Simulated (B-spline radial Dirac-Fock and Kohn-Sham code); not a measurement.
Level of theory: Dirac-Fock energy differences between relaxed states, corrected for Breit and QED terms; a radial finite-basis atomic code. The model has no electron correlation.

Question: An atom or ion in its tabulated ground configuration has these computed binding energies (the last is its least bound level). Which is it?

```tsv
level	binding energy (eV)
2s	450.0
2p1/2	360.6
2p3/2	357.1
3s	58.77
3p1/2	34.00
3p3/2	33.62
4s	5.14
```

Answer: Ca: Z = 20 with 20 electrons, [Ar] 4s2.

Question: An atom or ion in its tabulated ground configuration has these computed binding energies (the last is its least bound level). Which is it?

| level | binding energy (eV) |
| --- | --- |
| 1s | 66494.0 |
| 2s | 15300.9 |
| 2p1/2 | 14859.8 |
| 2p3/2 | 13783.5 |

Answer: Yb⁶⁰⁺: Z = 70 with 10 electrons, [He] 2s2 2p6. The hydrogen-like estimate √(E/Ry) = 69.9 for the K level lies 0.1 below Z (screening lowers it, relativity raises it); the outermost level, at 13783.5 eV, fixes the charge.

Question: Identify the element and charge state from the binding energies below (tabulated ground configuration; the least bound level is included).

| level | binding energy (eV) |
| --- | --- |
| K | 86351.9 |
| L1 | 16173.8 |
| M1 | 4522.4 |
| M2 | 4231.4 |
| N2 | 1487.0 |
| N5 | 1134.5 |
| N6,7 | 871.6 |

Answer: Tl²⁶⁺: Z = 81 with 55 electrons, [Kr] 4d10 4f9. The hydrogen-like estimate √(E/Ry) = 79.7 for the K level lies 1.3 below Z (screening lowers it, relativity raises it); the outermost level, at 871.6 eV, fixes the charge.

Question: Identify the element and charge state from the binding energies below (tabulated ground configuration; the least bound level is included).

```
level  binding energy (eV)
   1s              22247.4
   2s               3362.1
2p1/2               3099.8
3p1/2                614.9
3d5/2                407.9
   4s                197.8
   4d                109.8
```

Answer: Ru⁷⁺: Z = 44 with 37 electrons, [Kr] 4d1. The hydrogen-like estimate √(E/Ry) = 40.4 for the K level lies 3.6 below Z (screening lowers it, relativity raises it); the outermost level, at 109.8 eV, fixes the charge.
